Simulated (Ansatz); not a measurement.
Start from `CNc1ccccc1` and change one atom or group to get `[F][Ge]([F])([F])[c]1ccccc1`.

Ansatz, PBE0-D4/def2-TZVP geometries, multiplicity 1. Each molecule was computed in one conformer, which needn't be the lowest.

Scalar relativity is left out up to krypton.

```json
{"property": "HOMO–LUMO gap (PBE/def2-TZVPP) / eV", "`CNc1ccccc1`": "3.81"}
{"property": "HOMO energy (PBE/def2-TZVPP) / eV", "`CNc1ccccc1`": "-4.69"}
{"property": "LUMO energy (PBE/def2-TZVPP) / eV", "`CNc1ccccc1`": "-0.87"}
{"property": "HOMO energy (ωB97M-V/def2-TZVPP) / eV", "`CNc1ccccc1`": "-7.74"}
{"property": "LUMO energy (PBE0/def2-TZVPP) / eV", "`CNc1ccccc1`": "0.01"}
{"property": "HOMO–LUMO gap (ωB97M-V/def2-TZVPP) / eV", "`CNc1ccccc1`": "9.72"}
```

What does the change do to each property? (Estimate.)

Ansatz gave: 
| property | `[F][Ge]([F])([F])[c]1ccccc1` | shift |
| --- | --- | --- |
| HOMO–LUMO gap (PBE/def2-TZVPP) / eV | 4.83 | 1.02 |
| HOMO energy (PBE/def2-TZVPP) / eV | -7.14 | -2.45 |
| LUMO energy (PBE/def2-TZVPP) / eV | -2.31 | -1.44 |
| HOMO energy (ωB97M-V/def2-TZVPP) / eV | -10.23 | -2.49 |
| LUMO energy (PBE0/def2-TZVPP) / eV | -1.46 | -1.47 |
| HOMO–LUMO gap (ωB97M-V/def2-TZVPP) / eV | 10.78 | 1.06 |

With PBE0 the HOMO falls by 2.46 eV and the LUMO falls by 1.47 eV, so the gap widens by about 0.99 eV. PBE moves the HOMO by -2.45 eV and ωB97M-V by -2.49 eV.
